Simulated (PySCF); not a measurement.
Magnetic susceptibility: `C(/C(=N/C)C)C=O`, C$_{5}$H$_{9}$NO

Molfile (atoms numbered from 1):
```
C5H9NO
     RDKit          3D

 16 15  0  0  0  0  0  0  0  0999 V2000
    2.1702    0.6736    0.5678 C   0  0  0  0  0  0  0  0  0  0  0  0
    0.7531    0.8783    0.6602 N   0  0  0  0  0  0  0  0  0  0  0  0
   -0.0684   -0.0095    0.3088 C   0  0  0  0  0  0  0  0  0  0  0  0
    0.2528   -1.3596   -0.2638 C   0  0  0  0  0  0  0  0  0  0  0  0
   -1.5384    0.3117    0.4572 C   0  0  0  0  0  0  0  0  0  0  0  0
   -2.0675    0.6152   -0.9175 C   0  0  0  0  0  0  0  0  0  0  0  0
   -2.7026   -0.1435   -1.5932 O   0  0  0  0  0  0  0  0  0  0  0  0
    2.4957   -0.1375    1.2249 H   0  0  0  0  0  0  0  0  0  0  0  0
    2.6586    1.5970    0.8757 H   0  0  0  0  0  0  0  0  0  0  0  0
    2.4848    0.4252   -0.4506 H   0  0  0  0  0  0  0  0  0  0  0  0
    1.0205   -1.2689   -1.0324 H   0  0  0  0  0  0  0  0  0  0  0  0
   -0.6304   -1.8236   -0.6933 H   0  0  0  0  0  0  0  0  0  0  0  0
    0.6484   -2.0057    0.5208 H   0  0  0  0  0  0  0  0  0  0  0  0
   -2.0635   -0.5474    0.8760 H   0  0  0  0  0  0  0  0  0  0  0  0
   -1.6441    1.1881    1.0943 H   0  0  0  0  0  0  0  0  0  0  0  0
   -1.7765    1.6157   -1.2874 H   0  0  0  0  0  0  0  0  0  0  0  0
  1  2  1  0
  2  3  2  0
  3  4  1  0
  3  5  1  0
  5  6  1  0
  6  7  2  0
  1  8  1  0
  1  9  1  0
  1 10  1  0
  4 11  1  0
  4 12  1  0
  4 13  1  0
  5 14  1  0
  5 15  1  0
  6 16  1  0
M  END
```

Computed, not measured: PySCF 2.14.0, GIAO CAM-B3LYP/pcSseg-1 magnetisability, rotational g tensor and spin-rotation constants, non-relativistic, gas phase. Geometry: GFN2-xTB.

Task: How diamagnetic is it, and how anisotropic?

Result: Isotropic -885 × 10⁻³⁰ J/T², or -53.3 × 10⁻⁶ cm³/mol; principal values -1050, -988, -618 × 10⁻³⁰ J/T², anisotropy 405 × 10⁻³⁰ J/T² (root of half the summed squared differences of the principal values). The susceptibility is in cgs units.

Task: Split it along the inertial axes a, b, c into diamagnetic and paramagnetic parts about the centre of mass, with the quadrupole moment.

Result: 
| axis | χ (10⁻⁶ cm³/mol) | diamagnetic (10⁻⁶ cm³/mol) | paramagnetic (10⁻⁶ cm³/mol) | summed x² of all electrons (Å²) | quadrupole Θ (D Å) |
| --- | --- | --- | --- | --- | --- |
| a | -48.0 | -316.7 | 268.6 | 185.8 | -6.65 |
| b | -50.2 | -898.7 | 848.5 | 48.6 | +2.73 |
| c | -61.7 | -994.4 | 932.6 | 26.0 | +3.92 |

Anisotropies 2χaa − χbb − χcc = +15.9 and 2χbb − χaa − χcc = +9.5 × 10⁻⁶ cm³/mol. Θ is traceless in Buckingham's convention.

Task: And the rotational g tensor?

Result: 
| axis | rotational constant (GHz) | g | nuclear part | electronic part |
| --- | --- | --- | --- | --- |
| a | 5.7683 | -0.0751 | 0.6529 | -0.7280 |
| b | 1.4786 | -0.0216 | 0.5678 | -0.5894 |
| c | 1.3342 | -0.0127 | 0.5719 | -0.5846 |

Asymmetric top; isotopes 12C, 1H, 14N, 16O; no vibrational averaging.
